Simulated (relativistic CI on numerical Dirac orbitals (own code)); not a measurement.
Radial parameters of Pb⁶¹⁺

Computed by Dirac-Coulomb-Breit CI, orbitals from a KLI potential per configuration, QED by a radiative potential, unscaled Slater integrals (own radial code, finite nucleus).

Slater integrals F^k, G^k are unscaled and averaged over j, outside the closed core [Ne]; ζ comes from projecting the Hamiltonian with its Breit term on Σ l·s of the shell.

- 3s²3p⁶3d³: F^2(3d,3d) = 695000, F^4(3d,3d) = 449480, ζ(3d) = 389680 cm⁻¹; <r>(3d) = 0.1474, <r^2>(3d) = 0.02512 (bohr units).
- 3s²3p⁵3d⁴: ζ(3p) = 2.962e+06, F^2(3d,3d) = 694200, F^4(3d,3d) = 448940, F^2(3p,3d) = 597590, G^1(3p,3d) = 629070, G^3(3p,3d) = 421720, ζ(3d) = 387060 cm⁻¹; <r>(3p) = 0.1645, <r^2>(3p) = 0.03144, <r>(3d) = 0.1475, <r^2>(3d) = 0.02518 (bohr units).
- 3s3p⁶3d⁴: F^2(3d,3d) = 693950, F^4(3d,3d) = 448770, G^2(3s,3d) = 492750, ζ(3d) = 388570 cm⁻¹; <r>(3s) = 0.1655, <r^2>(3s) = 0.0314, <r>(3d) = 0.1476, <r^2>(3d) = 0.02519 (bohr units).

Give the Racah parameters of the d shell in 3s²3p⁶3d³.

B = F²/49 − 5F⁴/441 = 9088 cm⁻¹ and C = 35F⁴/441 = 35673 cm⁻¹.

Averages of the first 10 configurations, taken without configuration mixing, which lowers the lowest level and can move excited configurations by several eV; other configurations of the list can lie among them:

```csv
Configuration,Parity,States,Average energy above the lowest level (eV)
3s²3p⁶3d³,even,120,222.7
3s²3p⁵3d⁴,odd,1260,823.7
3s3p⁶3d⁴,even,420,1457.8
3s²3p⁶3d²4s,even,90,2741.7
3s²3p⁶3d²4p,odd,270,2985.0
3s²3p⁶3d²4d,even,450,3225.7
3s²3p⁵3d³4s,odd,1440,3330.9
3s²3p⁶3d²4f,odd,630,3387.5
3s²3p⁵3d³4p,even,4320,3574.5
3s3p⁶3d³4s,even,480,3968.4
```
